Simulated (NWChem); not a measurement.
Molecule: CH$_{3}$BeCl; SMILES [CH3][Be][Cl]

```xyz
6

Be     0.0000     0.0000     0.4935
Cl     0.0000     0.0000    -1.3198
C      0.0000     0.0000     2.1711
H     -0.8902    -0.4952     2.5816
H      0.0162     1.0185     2.5816
H      0.8739    -0.5233     2.5816
```
Atoms are numbered in this order, from 1.

STO-3G and 3-21G are far too small for this property and stand as cheap habits. Geometry: optimised at B3LYP/6-31G* (spherical d).

Problem. Give the principal values of the shielding tensors (ppm) of Be1, Cl2, C3 from Hartree-Fock/STO-3G, GIAO (NWChem), with their diamagnetic and paramagnetic parts as GIAO splits them.

Solution. 
| atom | σ11 | σ22 | σ33 | isotropic | diamagnetic | paramagnetic |
|---|---|---|---|---|---|---|
| Be1 | 65.6 | 65.6 | 161.9 | 97.7 | 150.1 | -52.4 |
| Cl2 | 1129.5 | 1184.4 | 1184.4 | 1166.1 | 1129.4 | 36.7 |
| C3 | 241.7 | 258.0 | 258.0 | 252.5 | 240.9 | 11.6 |
